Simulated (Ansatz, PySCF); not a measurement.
GeH4OSe. Atoms are numbered in the order given.

```xyz
7

Se     0.5722    -0.5250     0.7659
O      0.4942    -1.9343    -0.4439
H      1.2956    -1.8163    -0.9936
Ge    -0.6839     0.9767    -0.5902
H     -0.7993     2.3126     0.1925
H      0.0627     1.1991    -1.9327
H     -2.0851     0.3772    -0.8681
```

The structure is a stationary point at PBE-D3(BJ)/def2-SVP. This is a generated structure with no PubChem entry under its InChIKey; it may be hypothetical. Other conformers were not sampled.

Vertical ionisation energy (IE) and electron affinity (EA) in eV. Rows of orbital energies are one-electron estimates. Where ΔSCF, EOM or ADC give a negative EA the extra electron is unbound and the value depends on the basis.

| level | IE | EA |
|---|---|---|
| −ε(HOMO), −ε(LUMO), CAM-B3LYP/def2-TZVPD (PySCF) | 8.19 | 0.67 |
| −ε(HOMO), −ε(LUMO), PBE/def2-TZVPD (PySCF) | 5.70 | 2.66 |
| ΔSCF, PBE0/def2-SVPD (Ansatz), final states of multiplicity 2 and 2 | 9.04 | 0.01 |
| ΔSCF, PBE/def2-SVPD (Ansatz), final states of multiplicity 2 and 2 | … | … |

Problem. Complete the blanks. (An estimate is asked for; the answer gives what the named calculation found.)

Solution. 
- ΔSCF, PBE/def2-SVPD (Ansatz, a program for electronic structure), final states of multiplicity 2 and 2, IE: 8.90
- ΔSCF, PBE/def2-SVPD (Ansatz), final states of multiplicity 2 and 2, EA: 0.11

Problem. What vertical singlet–triplet gap does ΔSCF give with PBE0/def2-SVPD (Ansatz) and with PBE/def2-SVPD (Ansatz)? (An estimate is asked for; the answer gives what the named calculation found.)

Solution. 2.85 and 2.80 eV (triplet above singlet where positive).
